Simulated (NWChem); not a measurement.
Species: BH2, doublet; SMILES [BH2]

Computed with NWChem. Spin-unrestricted. In the optimisation the excess spin sits in a1 (C2v, its own frame). Geometry: optimised at B3LYP/6-31G* (spherical d), spin-unrestricted. No stability test was run on the SCF state.

Principal g shifts at PBE0/x2c-SVPall, ZORA: -1.96, -0.06, 0.20 ppt from the free-electron value 2.002319.

Question: Give the g values and the resonance fields at 9.5 GHz, hyperfine structure aside.

Answer: 
1. g = 2.002319 + Δg/1000 = 2.0004, 2.0023, 2.0025; mean 2.0017.
2. B = hν/(g μB) = 339.3, 339.0, 338.9 mT.
3. A powder spectrum spans 0.4 mT; in solution the line sits at 339.1 mT.
